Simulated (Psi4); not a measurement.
**Nuclear repulsion and electron count by hand**

System: N2O, charge -1, doublet, at a GFN2-xTB geometry (a state made from the parent by changing its charge; the spin is typed, not shown lowest) (a gas-phase anion, which may not be bound at this level). Level: Psi4 with BLYP/def2-SV(P). Sums are taken with unrounded values, so a last digit can differ.

Coordinates (Å):

```
atom         x         y         z
----  --------  --------  --------
N1    -1.18046   0.14965  -0.08020
N2    -0.08895  -0.30613   0.07826
O3     1.11074   0.13692   0.00170
```

Work out the nuclear repulsion energy and the numbers of alpha and beta electrons.

In atomic units each pair adds Z_i Z_j / r_ij, with r in bohr (1 bohr = 0.529177 Å).
| pair | r (Å) | r (bohr) | Z_i Z_j | term (Eh) |
|---|---|---|---|---|
| N1-N2 | 1.1934 | 2.2552 | 49 | 21.7274 |
| N1-O3 | 2.2927 | 4.3326 | 56 | 12.9254 |
| N2-O3 | 1.2812 | 2.4211 | 56 | 23.1303 |
The sum is 57.7831 Eh; Psi4 gives 57.7831 Eh. The atomic numbers add up to 22, so at charge -1 there are 23 electrons; multiplicity 2 means 1 unpaired, so 12 alpha and 11 beta.
